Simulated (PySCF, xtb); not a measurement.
YCl2, SMILES [Cl][Y+][Cl], charge +1.

Harmonic wavenumbers (cm⁻¹) from GFN2-xTB (xtb) at its own minimum, in rising order: 106, 215, 254.

**Question.** What does PBE-D3(BJ)/def2-TZVP (PySCF 2.14.0) give at its own minimum? (The exact figures need the calculation; the answer reports its results.)

**Answer.** 93, 412, 424. Paired by order, the mean absolute difference is 127 cm⁻¹ and the zero-point energies are 0.8 and 1.3 kcal/mol.
